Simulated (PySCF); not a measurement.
Question: Give a PBE0-D3(BJ)/def2-SVP geometry of `FC(Cl)(Cl)C(F)(Cl)Cl`.

Answer: 
```xyz
8
C2Cl4F2 angstrom
F      1.2549    0.7015   -1.0472
C      0.7522    0.2136    0.0875
Cl     1.7074   -1.1890    0.5732
Cl     0.7947    1.4568    1.3295
C     -0.7183   -0.2362   -0.2100
F     -0.6620   -1.1771   -1.1529
Cl    -1.6365    1.1360   -0.8337
Cl    -1.4833   -0.8963    1.2289
```

Orientation and origin are arbitrary. Atoms count from 1 in this order. 

Bonds between heavy atoms (Å): F1–C2 1.334, C2–Cl3 1.765, C2–Cl4 1.758, C2–C5 1.566, C5–F6 1.333, C5–Cl7 1.765, C5–Cl8 1.758.

Method: PBE0-D3(BJ)/def2-SVP geometry optimisation, gas phase in PySCF.

Point group: C2 (every atom within 0.08 Å of its image). Stationary, but not proved a minimum. One conformer, not necessarily the lowest (F1–C2–C5–F6 61°).

Hardware: an Arm Neoverse V1 with one thread, no GPU (shared host). Cost: 34 s of wall time. This is the geometry optimisation.
